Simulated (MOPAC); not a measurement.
Input for MOPAC: PM3 on C2H4S (a complex), monomers drawn apart or pushed together.

```
PM3 1SCF PRECISE CHARGE=0 THREADS=1
C2H4S

C     -0.51234001 1     0.75207879 1     0.16926741 1
C     -0.53787904 1    -0.43811175 1     0.04183468 1
H     -0.48873917 1     1.80894133 1     0.28203755 1
H     -0.55901637 1    -1.49513684 1    -0.06996272 1
S      1.13284931 1    -0.40139700 1     4.06392384 1
H     -0.12090706 1    -0.41682332 1     4.54375326 1
H      0.71069501 1    -0.20388795 1     2.80290535 1
```

Program output:

```
*******************************************************************************
 **                                                                           **
 **                              MOPAC v23.2.5                                **
 **                                                                           **
 *******************************************************************************
 ** MOPAC's Digital Object Identifier: https://doi.org/10.5281/zenodo.6511958 **
 **                                                                           **
 ** Please cite the open-source release paper for use of this MOPAC version:  **
 ** J. E. Moussa and J. J. P. Stewart (2026)                                  **
 ** MOPAC: An open-source semiempirical molecular orbital program             **
 ** J. Open Source Softw., 11(119), 8025, https://doi.org/10.21105/joss.08025 **
 *******************************************************************************

                              PM3 CALCULATION RESULTS

 *******************************************************************************
 *  PM3        - The PM3 Hamiltonian to be used
 *
 *
 *
 *                 CHARGE ON SYSTEM = 0
 *
 *
 *
 *  PRECISE    - TIGHTER CRITERIA TO BE USED
 *  1SCF       - DO 1 SCF AND THEN STOP
 *  THREADS=1  - MULTI-THREADING NOT USED
 *  T=         - A TIME OF 172800.0 SECONDS REQUESTED
 *  DUMP=N     - RESTART FILE WRITTEN EVERY 7200.0 SECONDS REQUESTED
 *******************************************************************************
PM3 1SCF PRECISE CHARGE=0 THREADS=1
 C2H4S

   ATOM   CHEMICAL          X               Y               Z
  NUMBER   SYMBOL      (ANGSTROMS)     (ANGSTROMS)     (ANGSTROMS)

     1       C         -0.51234001  *   0.75207879  *   0.16926741  *
     2       C         -0.53787904  *  -0.43811175  *   0.04183468  *
     3       H         -0.48873917  *   1.80894133  *   0.28203755  *
     4       H         -0.55901637  *  -1.49513684  *  -0.06996272  *
     5       S          1.13284931  *  -0.40139700  *   4.06392384  *
     6       H         -0.12090706  *  -0.41682332  *   4.54375326  *
     7       H          0.71069501  *  -0.20388795  *   2.80290535  *



          CARTESIAN COORDINATES

    NO.       ATOM           X           Y           Z

     1         C         -0.5123      0.7521      0.1693
     2         C         -0.5379     -0.4381      0.0418
     3         H         -0.4887      1.8089      0.2820
     4         H         -0.5590     -1.4951     -0.0700
     5         S          1.1328     -0.4014      4.0639
     6         H         -0.1209     -0.4168      4.5438
     7         H          0.7107     -0.2039      2.8029

  H: (PM3): J. J. P. STEWART, J. COMP. CHEM. 10, 209 (1989).
  C: (PM3): J. J. P. STEWART, J. COMP. CHEM. 10, 209 (1989).
  S: (PM3): J. J. P. STEWART, J. COMP. CHEM. 10, 209 (1989).

           Empirical Formula: C2 H4 S  =     7 atoms



      MOLECULAR POINT GROUP   :   Cs


      RHF CALCULATION, NO. OF DOUBLY OCCUPIED LEVELS = 9


 -------------------------------------------------------------------------------
 PM3 1SCF PRECISE CHARGE=0 THREADS=1
 C2H4S



     1SCF WAS SPECIFIED, SO BFGS WAS NOT USED
     SCF FIELD WAS ACHIEVED


                              PM3 CALCULATION
                                                       MOPAC v23.2.5 Linux




          FINAL HEAT OF FORMATION =         50.10331 KCAL/MOL =     209.63225 KJ/MOL


          COSMO AREA              =        119.89 SQUARE ANGSTROMS
          COSMO VOLUME            =         99.08 CUBIC ANGSTROMS

          IONIZATION POTENTIAL    =          9.604504 EV
          HOMO LUMO ENERGIES (EV) =         -9.605  0.553
          NO. OF FILLED LEVELS    =          9
          MOLECULAR WEIGHT        =         60.1136         POINT GROUP:  Cs

          MOLECULAR DIMENSIONS (Angstroms)

            Atom       Atom       Distance
            H     6    H     3     4.82199
            H     4    S     5     3.22551
            H     6    H     4     1.24038


          SCF CALCULATIONS        =          1





   ATOM   CHEMICAL          X               Y               Z
  NUMBER   SYMBOL      (ANGSTROMS)     (ANGSTROMS)     (ANGSTROMS)

     1       C         -0.51234001  *   0.75207879  *   0.16926741  *
     2       C         -0.53787904  *  -0.43811175  *   0.04183468  *
     3       H         -0.48873917  *   1.80894133  *   0.28203755  *
     4       H         -0.55901637  *  -1.49513684  *  -0.06996272  *
     5       S          1.13284931  *  -0.40139700  *   4.06392384  *
     6       H         -0.12090706  *  -0.41682332  *   4.54375326  *
     7       H          0.71069501  *  -0.20388795  *   2.80290535  *

                             CARTESIAN COORDINATES

   1    C       -0.512340010     0.752078790     0.169267410
   2    C       -0.537879040    -0.438111750     0.041834680
   3    H       -0.488739170     1.808941330     0.282037550
   4    H       -0.559016370    -1.495136840    -0.069962720
   5    S        1.132849310    -0.401397000     4.063923840
   6    H       -0.120907060    -0.416823320     4.543753260
   7    H        0.710695010    -0.203887950     2.802905350


           Empirical Formula: C2 H4 S  =     7 atoms



      MOLECULAR POINT GROUP   :   Cs


                  EIGENVALUES
 -31.64568 -27.15165 -19.80723 -16.77967 -15.24175 -12.38313 -11.79551 -11.74388
  -9.60450   0.55274   1.25526   1.70493   1.72163   2.62337   3.96097   6.32260


              NET ATOMIC CHARGES AND DIPOLE CONTRIBUTIONS

  ATOM NO.   TYPE          CHARGE      No. of ELECS.   s-Pop       p-Pop
    1          C          -0.195403        4.1954     1.22549     2.96991
    2          C          -0.195760        4.1958     1.22553     2.97023
    3          H           0.196410        0.8036     0.80359
    4          H           0.196522        0.8035     0.80348
    5          S          -0.013449        6.0134     1.88746     4.12599
    6          H           0.002161        0.9978     0.99784
    7          H           0.009518        0.9905     0.99048
 DIPOLE           X         Y         Z       TOTAL
 POINT-CHG.    -0.044     0.014    -0.085     0.097
 HYBRID        -1.636     0.179    -0.771     1.817
 SUM           -1.680     0.192    -0.856     1.895


          ATOMIC ORBITAL ELECTRON POPULATIONS

     Atom    s        px        py        pz
    1  C   1.22549   0.99982   0.97067   0.99942
    2  C   1.22553   0.99992   0.97151   0.99880
    3  H   0.80359
    4  H   0.80348
    5  S   1.88746   1.08621   1.97973   1.06004
    6  H   0.99784
    7  H   0.99048

 **********************
 *                    *
 * JOB ENDED NORMALLY *
 *                    *
 **********************




 == MOPAC DONE ==
```

The run finished.

Cost: around 0.010 core-seconds (rough).
